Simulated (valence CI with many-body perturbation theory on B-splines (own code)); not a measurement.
**Lu XXII: calculated level list**

Method: configuration interaction combined with many-body perturbation theory (CI+MBPT): four valence electrons over a frozen Dirac-Fock core [Kr] 4d10, a basis of 7 s, 7 p, 7 d, 7 f, 4 g, 2 h functions for each j, with the one-electron correlation potential Σ1, the two-electron term Σ2, the three-electron term Σ3, Breit, model QED; selected CI, second order for the rest, scaled by the run's own slope (own B-spline code, finite nucleus).

No measured spectrum was set against this ion. As an estimate, terms of the open shell hold to a few per cent of their energy, and close levels can change places.

Levels 1 to 45 of 198, with energies above the lowest level, 4f⁴ ⁵I_4. "Leading %" is the weight of the configuration and term that name the level; weights of strongly mixed levels are sums over their largest components and can fall short. In the jj column 3d3/2^4 stands for four electrons in 3d with j = 3/2.

```
No.  Configuration  Term   J  E (eV)  Leading %              Leading jj      g
  1            4f⁴    ⁵I   4   0.000         87          4f5/2^4 (51 %)  0.626
  2            4f⁴    ⁵I   5   1.173         94    4f5/2^3 4f7/2 (74 %)  0.906
  3            4f⁴    ⁵I   6   2.254         93  4f5/2^2 4f7/2^2 (64 %)  1.061
  4            4f⁴    ⁵I   7   3.210         85  4f5/2^2 4f7/2^2 (48 %)  1.152
  5            4f⁴    ⁵F   2   3.977         53          4f5/2^4 (63 %)  0.995
  6            4f⁴    ⁵I   8   4.064         73  4f5/2^2 4f7/2^2 (41 %)  1.207
  7            4f⁴    ⁵F   1   4.196         84    4f5/2^3 4f7/2 (84 %)  0.086
  8            4f⁴    ³G   4   4.683         28    4f5/2^3 4f7/2 (48 %)  1.052
  9            4f⁴    ⁵F   3   4.881         77    4f5/2^3 4f7/2 (74 %)  1.188
 10            4f⁴    ⁵S   2   5.243         65    4f5/2^3 4f7/2 (50 %)  1.731
 11            4f⁴    ⁵G   2   5.442         67    4f5/2^3 4f7/2 (69 %)  0.546
 12            4f⁴    ³K   6   5.644         90  4f5/2^2 4f7/2^2 (52 %)  0.873
 13            4f⁴    ⁵G   3   5.730         60    4f5/2^3 4f7/2 (92 %)  0.904
 14            4f⁴    ³L   7   6.088         45    4f5/2^3 4f7/2 (59 %)  0.970
 15            4f⁴    ⁵F   5   6.094         46  4f5/2^2 4f7/2^2 (50 %)  1.260
 16            4f⁴    ⁵F   4   6.151         67  4f5/2^2 4f7/2^2 (73 %)  1.207
 17            4f⁴    ³M   8   6.634         29    4f5/2^3 4f7/2 (68 %)  1.025
 18            4f⁴    ⁵G   4   7.307         68  4f5/2^2 4f7/2^2 (78 %)  1.052
 19            4f⁴    ⁵F   5   7.369         42  4f5/2^2 4f7/2^2 (47 %)  1.234
 20            4f⁴    ³D   2   7.547         35  4f5/2^2 4f7/2^2 (64 %)  1.169
 21            4f⁴    ³G   3   7.578         59  4f5/2^2 4f7/2^2 (82 %)  0.852
 22            4f⁴    ³P   1   8.159         57  4f5/2^2 4f7/2^2 (82 %)  1.031
 23            4f⁴    ⁵G   5   8.440         58  4f5/2^2 4f7/2^2 (54 %)  1.159
 24            4f⁴    ¹D   2   8.511         40  4f5/2^2 4f7/2^2 (55 %)  1.015
 25            4f⁴    ³L   7   8.532         50    4f5/2 4f7/2^3 (57 %)  0.951
 26            4f⁴    ³L   8   8.586         53  4f5/2^2 4f7/2^2 (87 %)  0.993
 27            4f⁴    ⁵G   6   8.586         59  4f5/2^2 4f7/2^2 (53 %)  1.253
 28            4f⁴    ³M   9   8.736         53  4f5/2^2 4f7/2^2 (94 %)  1.055
 29            4f⁴    ³P   0   8.813         96  4f5/2^2 4f7/2^2 (81 %)       
 30            4f⁴    ³D   3   8.871         57  4f5/2^2 4f7/2^2 (78 %)  1.264
 31            4f⁴    ³F   4   8.896         57  4f5/2^2 4f7/2^2 (69 %)  1.192
 32            4f⁴    ³K   8   8.941         39  4f5/2^2 4f7/2^2 (57 %)  1.028
 33            4f⁴    ³I   5   9.020         60    4f5/2^3 4f7/2 (56 %)  0.910
 34            4f⁴    ⁵D   0   9.297         79  4f5/2^2 4f7/2^2 (53 %)       
 35            4f⁴    ³H   6   9.408         45  4f5/2^2 4f7/2^2 (51 %)  1.170
 36            4f⁴    ³F   2   9.604         59  4f5/2^2 4f7/2^2 (84 %)  0.716
 37            4f⁴    ³G   4   9.635         64    4f5/2 4f7/2^3 (70 %)  1.050
 38            4f⁴    ⁵D   1   9.818         85    4f5/2^3 4f7/2 (73 %)  1.487
 39            4f⁴    ³I   6  10.222         48  4f5/2^2 4f7/2^2 (47 %)  1.075
 40            4f⁴    ³I   7  10.260         76  4f5/2^2 4f7/2^2 (68 %)  1.107
 41            4f⁴    ⁵D   2  10.389         64  4f5/2^2 4f7/2^2 (49 %)  1.417
 42            4f⁴    ³M  10  10.436         92  4f5/2^2 4f7/2^2 (57 %)  1.090
 43            4f⁴    ³D   1  10.654         53    4f5/2 4f7/2^3 (92 %)  0.886
 44            4f⁴    ³F   3  10.690         52    4f5/2 4f7/2^3 (67 %)  1.197
 45            4f⁴    ³F   4  10.738         35    4f5/2^3 4f7/2 (70 %)  1.180
```

Names give the largest LS component (configuration and term), which can be under half, so a name can repeat, a term be missing and a line seem to break the LS rules; names also repeat where a configuration has a term twice.

Where two levels of one J and parity lie close, their mixing, g and order are uncertain.

The ionisation energy to 4f³ ⁴I°9/2 of the next ion comes out as 578.41 eV (NIST: 600 ± 30 eV (theoretical)). All 198 levels together are meant to be complete up to 102.700 eV.
